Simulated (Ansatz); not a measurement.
Two structures of AlSiH₇O₂, closed shell, reached by relaxing down either side of one saddle point (PBE0-D4/def2-TZVP). Energies are electronic, without zero-point energy. Ansatz 0.2.0; basis: def2-TZVPP and def2-QZVPP; cores frozen in the correlated methods. Extrapolation: Hartree–Fock as exp(−7.88 √X), correlation as X^−2.97. First:

Al1  (-1.287, -0.335, 0.643)
O2  (-0.391, -1.329, 1.755)
H3  (-1.601, -0.941, -0.803)
H4  (-2.257, 0.760, 1.271)
H5  (0.954, 0.055, 0.889)
O6  (0.442, 0.530, 0.212)
Si7  (1.084, 0.658, -1.349)
H8  (-0.700, -1.528, 2.636)
H9  (0.074, 1.412, -2.115)
H10  (2.357, 1.407, -1.230)
H11  (1.325, -0.690, -1.909)
(Å)

Second:

```json
{"atom": "Al1", "x (Å)": "-1.2740", "y (Å)": "-0.4442", "z (Å)": "0.3071"}
{"atom": "O2", "x (Å)": "-0.2982", "y (Å)": "-1.0562", "z (Å)": "1.9447"}
{"atom": "H3", "x (Å)": "-1.7933", "y (Å)": "-1.7693", "z (Å)": "-0.3919"}
{"atom": "H4", "x (Å)": "-2.2863", "y (Å)": "0.5706", "z (Å)": "1.0076"}
{"atom": "H5", "x (Å)": "0.5974", "y (Å)": "-0.7187", "z (Å)": "1.8003"}
{"atom": "O6", "x (Å)": "0.1824", "y (Å)": "0.2370", "z (Å)": "-0.3237"}
{"atom": "Si7", "x (Å)": "1.1343", "y (Å)": "0.8191", "z (Å)": "-1.4956"}
{"atom": "H8", "x (Å)": "-0.6305", "y (Å)": "-0.6689", "z (Å)": "2.7622"}
{"atom": "H9", "x (Å)": "0.7770", "y (Å)": "2.2251", "z (Å)": "-1.8338"}
{"atom": "H10", "x (Å)": "2.5530", "y (Å)": "0.8014", "z (Å)": "-1.0377"}
{"atom": "H11", "x (Å)": "1.0385", "y (Å)": "0.0042", "z (Å)": "-2.7392"}
```

**Question.** Which bonds change from the first to the second?

**Answer.** AlH₃O ([OH][AlH2]) + SiH₄O ([OH][SiH3]) → AlSiH₅O ([AlH2][O][SiH3]) + H₂O (still joined by a long Al–O bond); bonds formed: O2–H5; dative contacts that become bonds: Al1–O6; bonds broken: H5–O6; bonds weakened to dative contacts: Al1–O2.

**Question.** Give the saddle point's structure and its height above each. (An estimate is asked for; the value comes from the calculation.)

**Answer.** The calculation gives: 6.07 kcal/mol above the first and 13.11 kcal/mol above the second (CCSD(T) at an estimated basis limit (MP2 extrapolated from triple and quadruple zeta, plus CCSD(T) − MP2 in triple zeta)).
| atom | x (Å) | y (Å) | z (Å) |
| --- | --- | --- | --- |
| Al1 | -1.4478 | -0.3156 | 0.5629 |
| O2 | -0.2291 | -1.2216 | 1.6087 |
| H3 | -2.1091 | -1.1969 | -0.5737 |
| H4 | -2.2433 | 0.7838 | 1.3847 |
| H5 | 0.4566 | -0.4255 | 0.8606 |
| O6 | 0.2417 | 0.3130 | -0.0040 |
| Si7 | 1.1772 | 0.6990 | -1.3142 |
| H8 | -0.1895 | -1.0924 | 2.5571 |
| H9 | 0.3515 | 1.5130 | -2.2371 |
| H10 | 2.3509 | 1.4783 | -0.8498 |
| H11 | 1.6410 | -0.5353 | -1.9953 |

The T1 diagnostic stays at or below 0.012.

Labels in which every atom is bracketed show which atoms are joined, not bond orders.

For scale, one of the runs: CCSD(T)/def2-TZVPP, 244 basis functions, launched by `ansatz run in.yaml --threads 4 --pin off --events-out ev --progress --plain --max-ram 9574MiB`. Time: 100 s of wall clock on 4 CPU threads of an Arm Neoverse V1; the host was shared. Peak host memory: 4.6 GiB.
